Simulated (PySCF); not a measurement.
## Diatomic cations of N with group 13

PBE0 with triple-zeta basis sets in PySCF, for the lowest determinant that a PBE0 search found; no spin–orbit coupling. De refers to high-spin ground-configuration atoms (the charge goes to the atom of lower measured ionisation energy or higher electron affinity, which is not always the lowest computed limit). A positive dipole points towards N; it is taken about the centre of mass and depends on that origin.

```json
{"M": "B", "basis": "cc-pVTZ", "charged atom": "B+", "state (unpaired electrons)": "quartet (σ ↑, π ↑↑)", "Re (Å)": "1.436", "ωe (cm⁻¹)": "1171", "De (eV)": "2.23", "μ (D)": "-2.84"}
{"M": "Al", "basis": "def2-TZVPPD", "charged atom": "Al+", "state (unpaired electrons)": "quartet (σ ↑, π ↑↑)", "Re (Å)": "2.043", "ωe (cm⁻¹)": "336", "De (eV)": "0.40", "μ (D)": "-2.69"}
{"M": "In", "basis": "def2-TZVPPD", "charged atom": "In+", "state (unpaired electrons)": "quartet (σ ↑, π ↑↑)", "Re (Å)": "2.841", "ωe (cm⁻¹)": "100", "De (eV)": "0.13", "μ (D)": "-0.37"}
```

Q: The row for M = Ga is missing. Estimate Re, ωe and De as the mean of the rows for Al and In, and compare with the calculation.

A: The means are 2.442 Å, 218 cm⁻¹ and 0.27 eV. PBE0 in def2-TZVPPD gives GaN⁺ as a quartet (σ ↑, π ↑↑) with Re = 2.491 Å, ωe = 127 cm⁻¹, De = 0.20 eV, so the estimate is off by -4.9 pm, +72 % and +0.07 eV.

The rows differ in basis set, which adds steps of its own.

Weak bonds: AlN⁺, GaN⁺, InN⁺. Basis-set superposition, not corrected here, can be much of De in a small basis, most of all at correlated wavefunction levels. These are scalar-relativistic numbers at best; spin–orbit coupling would shift them, the dissociation energy most. For an ion De counts to the pair picked by the measured ionisation energies or electron affinities, which need not be the lowest pair at this level. States were picked by a PBE0 search and need not be the measured ground states.
